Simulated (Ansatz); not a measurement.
The cluster Te₂Pd, relaxed as a singlet with RKS r2SCAN-D4/def2-TZVP in Ansatz, starting from the GFN1-xTB geometry. Force threshold 0.02 eV/Å.

In the def2 sets Pd, Te take a core potential; there is no spin–orbit coupling. The restricted singlet is unstable: a solution with broken spin symmetry lies lower. An occupied level of the charge 0 singlet lies above an empty one (by up to 0.13 eV), so this SCF solution is probably not the lowest. The relaxation made no stability test and no search for a lower SCF solution. At r2SCAN-D4/def2-TZVP a triplet of charge 0 lies 0.45 eV below the restricted singlet, each at its own geometry. The structure comes from a short search, and lower isomers may exist.

Start:

| atom | x (Å) | y (Å) | z (Å) |
| --- | --- | --- | --- |
| Pd1 | -1.4443 | -0.0486 | -0.1302 |
| Te2 | 0.8475 | -0.3555 | -1.2038 |
| Te3 | 0.5968 | 0.4041 | 1.3340 |

```tsv
step	energy (eV)	largest force component (eV/Å)	SCF passes
1	-18075.8828	0.267	45
2 (rejected)	-18075.8749	0.439	25
3	-18075.8865	0.010	25
```

Force components are those of the run's own axes.

End:

Cartesian coordinates in Å:
```
Pd -1.454 -0.049 -0.130
Te 0.854 -0.358 -1.212
Te 0.600 0.407 1.342
```

By distances, no bond broke or formed. The bond that changes most is Pd1–Te2, from 2.55 to 2.57 Å (atoms count from 1).

No frequencies were taken in this run, so the end may be a saddle point.

Hardware: 4 threads of Arm Neoverse V1 on a shared host. Wall time 7.5 s.
